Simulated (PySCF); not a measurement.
Choosing a molecule for a target property.

Species are written as SMILES; each is one conformer at its optimised geometry, gas phase, non-relativistic unless stated. Electronic properties by PySCF.

The conformers computed, where there is a choice (atom-mapped SMILES and torsion angles):
- `[CH3:1][O:2][C:3](=[O:4])[c:5]1[cH:6][cH:7][cH:8][cH:9][cH:10]1`: C1–O2–C3–O4 0°, O2–C3–C5–C6 180°
- `[F:1][C@@H:2]([SiH3:3])[Si@H:4]([Cl:5])[CH2:6][C:7]([F:8])([F:9])[F:10]`: F1–C2–Si4–Cl5 -66°, C2–Si4–C6–C7 -162°, Si4–C6–C7–F8 -59°
- `[F:1]/[CH:2]=[CH:3]\[CH2:4][Si@@H:5]([F:6])[C:7]([F:8])([F:9])[F:10]`: C2–C3–C4–Si5 15°, C3–C4–Si5–F6 63°, C4–Si5–C7–F8 -56°
- `[CH3:1][CH2:2][P@@:3]([CH3:4])(=[O:5])[n:6]1[cH:7][cH:8][cH:9][cH:10]1`: C1–C2–P3–C4 -74°, C2–P3–N6–C7 56°

(1) Wanted: HOMO energy above -7.7 eV (PBE0/pcSseg-1) and smallest rotational constant above 0.6 GHz (GFN2-xTB), at GFN2-xTB geometries. Which candidate meets both?
A. `F[C@@H]([SiH3])[Si@H](Cl)CC(F)(F)F`
B. `c1cc(C(=O)OC)ccc1`
C. `CC#CC#CC#N`
D. `F/C=C\C[Si@@H](F)C(F)(F)F`

(2) Wanted: HOMO–LUMO gap below 7.5 eV (PBE0/pcSseg-1) and dipole moment above 5 D (PBE0/pcSseg-1), at GFN2-xTB geometries. Which candidate meets both?
A. `CC[P@](=O)(C)n1cccc1`
B. `F[C@@H]([SiH3])[Si@H](Cl)CC(F)(F)F`
C. `CC#CC#CC#N`
D. `F/C=C\C[Si@@H](F)C(F)(F)F`

## Answers

(1) B. Computed values:
| species | HOMO energy | smallest rotational constant |
| --- | --- | --- |
| F[C@@H]([SiH3])[Si@H](Cl)CC(F)(F)F | -8.48 eV | 0.400 GHz |
| F/C=C\C[Si@@H](F)C(F)(F)F | -7.97 eV | 0.576 GHz |
| CC#CC#CC#N | -7.82 eV | 0.789 GHz |
| c1cc(C(=O)OC)ccc1 | -7.62 eV | 0.690 GHz |

(2) C. Computed values:
| species | HOMO–LUMO gap | dipole moment |
| --- | --- | --- |
| CC#CC#CC#N | 5.72 eV | 6.51 D |
| CC[P@](=O)(C)n1cccc1 | 6.93 eV | 3.68 D |
| F/C=C\C[Si@@H](F)C(F)(F)F | 7.98 eV | 4.12 D |
| F[C@@H]([SiH3])[Si@H](Cl)CC(F)(F)F | 8.59 eV | 2.99 D |
